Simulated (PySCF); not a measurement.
How methods differ on the ionisation energy of S⁺

S⁺ [Ne] 3s2 3p3 (4S) → S²⁺ [Ne] 3s2 3p2 (3P), as a difference of total energies. Calculation: PySCF 2.14, in def2-TZVP (5s5p2d1f, 37 functions); no relativity, point nucleus. Correlated levels: valence: [Ne] frozen. The calculations carry no spin-orbit coupling.

```json
{"method": "UHF", "ionisation energy (eV)": "22.720"}
{"method": "r2SCAN", "ionisation energy (eV)": "23.526"}
{"method": "B3LYP", "ionisation energy (eV)": "23.253"}
{"method": "MP2 (valence)", "ionisation energy (eV)": "23.323"}
{"method": "SCS-MP2 (valence)", "ionisation energy (eV)": "23.140"}
{"method": "CCSD (valence)", "ionisation energy (eV)": "23.258"}
{"method": "CCSD(T) (valence)", "ionisation energy (eV)": "23.295"}
```

Problem. How much does correlation contribute at CCSD(T) (valence)?

Solution. 23.295 − (22.720) = 0.575 eV, measured against UHF.

The reference lies between the lowest fine-structure levels, while these numbers refer to the centres of the terms.

Errors of the correlated levels include the incompleteness of this basis and the frozen core.

For comparison: 23.338 eV (measured; NIST Atomic Spectra Database, ionization energies).
